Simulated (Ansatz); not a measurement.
`[C-]#[N+]CCCCCCCCCCCC#N`. Total charge 0; singlet. Geometry PBE-D4/def2-SVP; atoms count from 1.

Cartesian coordinates in Å:
```
C -8.0808 -0.7905 0.3487
N -7.1438 -0.4849 -0.3113
C -5.9973 -0.1223 -1.0679
C -4.7094 -0.1468 -0.2331
C -3.4766 0.2450 -1.0507
C -2.1811 0.2374 -0.2336
C -0.9421 0.6253 -1.0486
C 0.3620 0.7035 -0.2421
C 0.8418 -0.6380 0.3272
C 2.1402 -0.5607 1.1425
C 3.3857 -0.1724 0.3374
C 4.6677 -0.1864 1.1734
C 5.9110 0.2075 0.3516
C 7.1493 0.1969 1.1292
N 8.1284 0.1811 1.7718
H -6.1629 0.8921 -1.4926
H -5.9114 -0.8179 -1.9313
H -4.5797 -1.1642 0.1942
H -4.8311 0.5406 0.6313
H -3.3691 -0.4466 -1.9171
H -3.6279 1.2567 -1.4915
H -2.0446 -0.7719 0.2132
H -2.2864 0.9355 0.6280
H -1.1269 1.6110 -1.5302
H -0.8133 -0.0976 -1.8865
H 0.2334 1.4287 0.5942
H 1.1525 1.1338 -0.8939
H 0.9747 -1.3626 -0.5090
H 0.0488 -1.0695 0.9748
H 2.3221 -1.5465 1.6243
H 2.0064 0.1616 1.9796
H 3.4981 -0.8696 -0.5243
H 3.2543 0.8385 -0.1080
H 4.8257 -1.1957 1.6102
H 4.5668 0.5080 2.0349
H 6.0355 -0.4820 -0.5121
H 5.7799 1.2229 -0.0826
```

Single mean-field runs in def2-TZVP are fitted with def2-universal-jkfit.

(1) Estimate the Mulliken populations of the heavy atoms from the PBE0/def2-TZVP orbitals of Ansatz.

(2) And the Mayer bond orders between heavy atoms (over 0.3)?

Results:

(1) 
```json
{"atom": "C1", "charge (e)": "-0.24"}
{"atom": "N2", "charge (e)": "0.04"}
{"atom": "C3", "charge (e)": "-0.14"}
{"atom": "C4", "charge (e)": "-0.18"}
{"atom": "C5", "charge (e)": "-0.22"}
{"atom": "C6", "charge (e)": "-0.26"}
{"atom": "C7", "charge (e)": "-0.15"}
{"atom": "C8", "charge (e)": "-0.21"}
{"atom": "C9", "charge (e)": "-0.20"}
{"atom": "C10", "charge (e)": "-0.16"}
{"atom": "C11", "charge (e)": "-0.25"}
{"atom": "C12", "charge (e)": "-0.23"}
{"atom": "C13", "charge (e)": "-0.07"}
{"atom": "C14", "charge (e)": "-0.23"}
{"atom": "N15", "charge (e)": "-0.03"}
```
Mulliken values depend strongly on the basis.

(2) C1–N2 2.35 (1.19 Å); N2–C3 0.97 (1.42 Å); C3–C4 1.00 (1.54 Å); C4–C5 1.02 (1.53 Å); C5–C6 1.04 (1.53 Å); C6–C7 1.02 (1.53 Å); C7–C8 1.01 (1.54 Å); C8–C9 1.01 (1.53 Å); C9–C10 1.01 (1.54 Å); C10–C11 1.02 (1.53 Å); C11–C12 1.02 (1.53 Å); C12–C13 1.01 (1.54 Å); C13–C14 1.02 (1.46 Å); C14–N15 3.09 (1.17 Å).
